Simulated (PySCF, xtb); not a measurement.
Bi(Br)(TeH)2 (BiBrH₂Te₂), SMILES [Br][Bi]([TeH])[TeH].

xtb with GFN2-xTB at its own geometry gives an orbital gap of 4.17 eV and a dipole moment of 6.70 D.

Geometry optimised at B3LYP-D3(BJ)/def2-SVP. The structure was generated by enumeration; whether it is a known compound was not checked. The def2 effective core potentials stand for the cores of Bi, Te; spin–orbit coupling is left out.

### Question
What does PBE0/def2-TZVP in PySCF give? (The exact figures need the calculation; the answer reports its results.)

### Answer
gap 4.06 eV (levels -6.59 and -2.53 eV), dipole 3.16 D.
